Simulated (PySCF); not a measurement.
NMR data simulated for an unnamed compound:

$^{1}$H NMR (400 MHz, computed): δ 6.48 (m, 1H), 6.22 (m, 1H), 5.98 (m, 1H), 5.28 (d, 2H), 2.74 (m, 2H).

$^{13}$C{$^{1}$H} NMR (computed): δ 151.5 (CH), 139.0 (CH), 123.6 (CH), 48.8 (CH2).

Theoretical values (PySCF): shielding tensors at PBE0/pcSseg-1 (GIAO), geometry from GFN2-xTB. Non-relativistic, in vacuum, rapidly exchanging positions averaged, one conformer.

δ = σ(ref) − σ, references computed at the same level: TMS for $^{1}$H (σref 31.72) and $^{13}$C (σref 186.93).

Which of these does the molecule contain: an N-methyl group, a non-aromatic C=C double bond, a tert-butyl group, an aldehyde, a Si–H bond?

## Answers


- An N-methyl group: no.
- A non-aromatic C=C double bond: yes.
- A tert-butyl group: no.
- An aldehyde: no.
- A Si–H bond: yes (δH 5.28 (d)).

The data belong to `FC(F)C/C=C/[SiH2]Cl`, C₄H₇ClF₂Si; they needn't prove each group on their own.

Carbon signals by region: 3 in the sp2 and nitrile region (100–160 ppm), 1 below 50 ppm.

Splittings by $^{19}$F in the carbon and heteronuclear signals aren't shown, as no couplings were computed. Shifts are as computed. Against solution values, carbons near 30 ppm lie about +3 ppm off and those near 130 ppm about +5 ppm. Of 1211 compounds with measured shifts, 218 miss one by over three times the rms of a fit or turn the order of signals round; such compounds aren't used in these exercises. No couplings were computed; multiplicities are counted from neighbouring protons, with m where these are inequivalent, close in shift, in a saturated or five-membered ring or joined by F or P, and br s for small geminal =CH2 splittings.
